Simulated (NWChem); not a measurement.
Species: CuF; SMILES [F][Cu]

```xyz
2

Cu     0.0000     0.0000    -0.4237
F      0.0000     0.0000     1.3263
```
Atoms are numbered in this order, from 1.

All runs use the structure optimised with PBE0/def2-SVP.

Task: Give the principal values of the shielding tensors (ppm) of Cu1, F2 from B3LYP/6-31G* (spherical d), GIAO (NWChem), with their diamagnetic and paramagnetic parts as GIAO splits them.

Result: 
| atom | σ11 | σ22 | σ33 | isotropic | diamagnetic | paramagnetic |
|---|---|---|---|---|---|---|
| Cu1 | -12521.8 | -12519.4 | 2409.8 | -7543.8 | 2398.5 | -9942.3 |
| F2 | 489.9 | 1549.6 | 1549.6 | 1196.4 | 470.4 | 725.9 |
